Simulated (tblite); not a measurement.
Species: C6H9NSi.
Geometry (GFN2-xTB, Å), atoms numbered from 1 in this order:
```xyz
17
C6H9NSi angstrom
C      0.7506    1.9304    1.5658
C      0.4856    0.9651    0.9014
C      0.2425   -0.1872    0.0930
N      1.1475   -0.8015   -0.5407
Si     2.8378   -0.6215   -0.7362
C     -1.1540   -0.6547    0.0198
C     -2.0588   -0.5114    1.2195
C     -2.2819    0.3489    0.0264
H      0.9701    2.7748    2.1510
H      3.5040    0.4693   -0.0118
H      2.9914   -0.4256   -2.1771
H      3.3639   -1.9085   -0.2847
H     -1.2658   -1.5369   -0.5973
H     -2.7495   -1.3159    1.4204
H     -1.6421   -0.0551    2.1050
H     -2.0187    1.3940    0.0951
H     -3.1295    0.1476   -0.6104
```

Calculated harmonic vibrations of the isolated species, GFN2-xTB (tblite), most abundant isotopes, no scaling. This tight-binding method is rough: wavenumbers can miss measured ones by several per cent, in bad cases by 10 to 20. Modes of hydrogen on silicon can be 10 to 20 % off. One conformer, not necessarily the lowest.

Harmonic wavenumbers (cm⁻¹): 56.8, 98.1, 99.3, 132.1, 134.3, 204.0, 282.5, 304.2, 353.6, 501.7, 578.0, 593.5, 608.5, 671.7, 700.2, 705.0, 761.7, 801.2, 802.9, 813.5, 871.4, 900.3, 943.8, 982.3, 1038.6, 1067.6, 1069.9, 1095.5, 1154.0, 1226.4, 1235.6, 1368.4, 1428.1, 1479.0, 1692.3, 2195.7, 2233.3, 2262.6, 2268.0, 3066.2, 3089.4, 3091.3, 3095.5, 3114.0, 3375.4.

A = 3112, B = 1056, C = 848.5 MHz; mass 123.050 u (most abundant isotopes); point group Cs, symmetry number 1.

Task: Zero-point energy?

Result: ½Σν̃ = 27274 cm⁻¹ = 326.26 kJ/mol.

Task: Give the ideal-gas entropy at 273.15 K and 1 bar in the rigid-rotor, harmonic-oscillator model (classical rotation).

Result: Translation 167.06, rotation 120.81, vibration 107.82: S = 395.7 J/(mol K).

Task: And Cp and H(273.15 K) − H(0)?

Result: Cp = 148.73 J/(mol K), of which vibrations give 115.47 (their classical limit is 45 R = 374.2); H(273.15 K) − H(0) = 24.91 kJ/mol without the zero-point energy, 15.83 from vibrations.

Task: How do the functions run with temperature in this model?

Result: 
```json
{"T (K)": "150", "S (J/(mol K))": "323.8", "Cp (J/(mol K))": "97.1", "H − H(0) (kJ/mol)": "9.84", "G − H(0) (kJ/mol)": "-38.74", "ln q(vib)": "2.84"}
{"T (K)": "250", "S (J/(mol K))": "383.0", "Cp (J/(mol K))": "138.8", "H − H(0) (kJ/mol)": "21.58", "G − H(0) (kJ/mol)": "-74.16", "ln q(vib)": "5.41"}
{"T (K)": "298.15", "S (J/(mol K))": "409.2", "Cp (J/(mol K))": "159.3", "H − H(0) (kJ/mol)": "28.76", "G − H(0) (kJ/mol)": "-93.23", "ln q(vib)": "6.64"}
{"T (K)": "400", "S (J/(mol K))": "461.6", "Cp (J/(mol K))": "198.2", "H − H(0) (kJ/mol)": "47.03", "G − H(0) (kJ/mol)": "-137.61", "ln q(vib)": "9.23"}
{"T (K)": "600", "S (J/(mol K))": "553.3", "Cp (J/(mol K))": "253.7", "H − H(0) (kJ/mol)": "92.62", "G − H(0) (kJ/mol)": "-239.34", "ln q(vib)": "14.21"}
{"T (K)": "900", "S (J/(mol K))": "666.7", "Cp (J/(mol K))": "304.8", "H − H(0) (kJ/mol)": "177.07", "G − H(0) (kJ/mol)": "-422.96", "ln q(vib)": "21.13"}
```

q(vib) and H(0) count from the zero-point level.

Task: Which modes carry the vibrational entropy at 273.15 K?

Result: 56.8 cm⁻¹: 18.38; 98.1 cm⁻¹: 13.90; 99.3 cm⁻¹: 13.80; 132.1 cm⁻¹: 11.50; 134.3 cm⁻¹: 11.36; 204.0 cm⁻¹: 8.11 J/(mol K); the other 39 give 30.79 together.

Task: Blend soft modes into free rotors: weight 1/[1 + (100 cm⁻¹/ν̃)⁴] for the oscillator and the rest for a rotor with moment μB/(μ + B), μ = h/(8π²ν), B = 10⁻⁴⁴ kg m². What vibrational entropy results?

Result: 101.12 J/(mol K) in place of 107.82, which changes −T·S at 273.15 K by +1.83 kJ/mol.

Hindered rotation and anharmonicity are outside this model. Other conformers, if any are populated, would add a mixing term that is left out.
